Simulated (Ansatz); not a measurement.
The B1–H2 bond of BF2H (SMILES FBF) is stretched (multiplicity 1, the rest rigid).
Geometry at rest (charge 0, multiplicity 1):
```xyz
4

B     -0.2354    -0.3854     0.0819
H     -0.8442    -1.3818     0.2937
F      0.8992    -0.1388     0.7049
F     -0.6746     0.5064    -0.7830
```

Frozen-core correlation.

Run with Ansatz (Gaussian basis) for Hartree–Fock, density functionals and correlated methods. Each number belongs to the level named beside it.

FIC-MRCISD+Q on CASSCF(2,2)/cc-pVTZ, total energies (hartree):

```
R (Å)       CASSCF       MRCISD  weight c² of the reference
-----  -----------  -----------  --------------------------
1.187  -224.367486  -224.911996                     0.91399
2.077  -224.267823  -224.802650                     0.91470
3.798  -224.206243  -224.734813                     0.91663
```

Problem. Add the Davidson correction (E_MRCISD − E_CASSCF)(1 − c²)/c² and give the energies above the first point at the three levels.

Solution. 
Corrections (hartree): -0.051241, -0.049877, -0.048073. Above the first point (kcal/mol):
- R = 2.077 Å: CASSCF 62.5, MRCISD 68.6, with the correction 69.5
- R = 3.798 Å: CASSCF 101.2, MRCISD 111.2, with the correction 113.2

Ansatz is a first-principles code.
